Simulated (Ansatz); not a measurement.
Ti₄Al⁺, relaxed as a singlet with RKS B3LYP-D4/def2-SVP in Ansatz, starting from the GFN1-xTB geometry. Force threshold 0.02 eV/Å.

The restricted singlet is unstable towards broken spin symmetry in Hartree–Fock (as tested in another run); at B3LYP-D4/def2-SVP this wasn't settled. The relaxation made no stability test and no search for a lower SCF solution. No other spin state of charge 1 was run. Another isomer (singlet) lies 1.24 eV lower at PBE0-D4/def2-TZVP; other spin states weren't run for this one.

Start:

```
atom   x (Å)   y (Å)   z (Å)
 Ti1  -1.207  -1.177   1.567
 Ti2   0.776   0.837   1.488
 Ti3  -0.560  -1.968  -1.031
 Ti4   1.463   0.005  -1.185
 Al5  -0.473   2.303  -0.838
```

Question: Estimate the energy that the relaxation releases and the steps that it takes.

Answer: 3.49 eV, in 12 steps; 82 s on 4 threads of Arm Neoverse V2 on a shared host. No frequencies were taken in this run, so the end may be a saddle point.

Question: Does the start keep its bonding and symmetry?

Answer: Bonds formed: Ti1–Al5, Ti3–Al5 (atoms count from 1). Metal–metal contacts that move far: Ti1–Ti4 4.01 to 3.41 Å, Ti2–Ti3 4.00 to 3.41 Å. Point group Cs at the start, C2v at the end, both within 0.05 Å.

Question: Predict the relaxed structure.

Answer: 
```xyz
5

Ti   -1.078   -0.545    1.271
Ti    0.855    0.605    1.408
Ti   -0.478   -1.273   -1.107
Ti    1.454   -0.123   -0.973
Al   -0.753    1.336   -0.598
```
Bond lengths (bridged metal pairs left out): 6 × Ti–Ti 2.25 to 3.41 Å; 4 × Al–Ti 2.67 Å.
